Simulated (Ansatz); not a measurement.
`N#C[SiH2][GaH2]` + `[OH][AlH2]` → `[AlH2][O][GaH2]` + `N#C[SiH3]` at 600 K and 1 bar (cleavage of the Ga–Si bond).

Program: Ansatz. Geometries: PBE0-D4/def2-TZVP. ΔE: electronic, gas phase. CBS: MP2 limit from def2 TZ/QZ plus the TZ coupled-cluster correction, frozen cores. This one scheme is used for every species. For Ga outer-core shells are correlated without core-valence functions, which leaves a few kJ/mol of doubt a bond. Scalar relativity is left out up to krypton.

```csv
species,CCSD(T)/CBS energy (Eh),H − E (kJ/mol),S (J/(mol·K))
`N#C[SiH2][GaH2]`,-2308.14688,158.5,439.6
`[OH][AlH2]`,-319.03157,103.2,300.4
`[AlH2][O][GaH2]`,-2243.58748,131.4,400.6
`N#C[SiH3]`,-383.61554,124.1,319.2
```

H − E and S are ideal-gas, rigid-rotor, harmonic terms from PBE0-D4/def2-TZVP. 1 Eh = 2625.50 kJ/mol, R = 8.31446 J/(mol·K).

**Question.** By hand: ΔE, ΔH, ΔS and ΔG.

**Answer.** ΔE = (-2243.58748) + (-383.61554) − (-2308.14688) − (-319.03157) = -0.02457 Eh = -64.5 kJ/mol. Δ(H − E) = 131.4 + 124.1 − 158.5 − 103.2 = -6.2, so ΔH = -70.7 kJ/mol. ΔS = 400.6 + 319.2 − 439.6 − 300.4 = -20.2 J/(mol·K). ΔG = -70.7 − 600 × (-20.2)/1000 = -58.6 kJ/mol.

**Question.** By hand: the equilibrium constant, and the temperature at which ΔG would vanish if ΔH and ΔS stayed fixed.

**Answer.** log₁₀ K = −ΔG/(RT ln 10) = 5.1. ΔG = 0 at ΔH/ΔS = 3500 K, far beyond where these terms or the molecules hold.

ΔH outweighs TΔS. A doubt of 5 kJ/mol in ΔE shifts log₁₀ K by 0.4 here. Modes under 60 cm⁻¹, often nearly free rotors, make the harmonic entropy too high. These are equilibria of isolated gas molecules and say nothing of rates. Largest T1 diagnostic: 0.015 (customary marks: 0.02 for closed shells, 0.045 for open ones).
